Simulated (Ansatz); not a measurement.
A structure relaxed at r2SCAN-D4/def2-SVP in Ansatz, charge 1, singlet:

| atom | x (Å) | y (Å) | z (Å) |
| --- | --- | --- | --- |
| Na1 | -1.298 | -0.220 | 2.662 |
| Na2 | 2.271 | -1.641 | 0.984 |
| Na3 | -2.081 | 1.943 | -0.841 |
| Na4 | -0.271 | -0.435 | -0.207 |
| Na5 | 1.485 | 0.523 | -2.517 |
| H6 | -0.446 | 1.115 | -1.895 |
| H7 | 0.395 | -1.200 | 1.856 |
| H8 | -1.934 | 0.718 | 0.876 |
| H9 | 1.879 | -0.804 | -0.918 |

(1) Give its formula and point group.

(2) Summarise the bond lengths by kind (pairs closer than 1.2 times the sum of covalent radii, bridged metal pairs left out).

Answers

(1) the cluster Na₅H₄⁺. Point group C4v (tolerance 0.1 Å).

(2) 12 × H–Na 2.11 to 2.30 Å.

The structure comes from a short search, and lower isomers may exist.
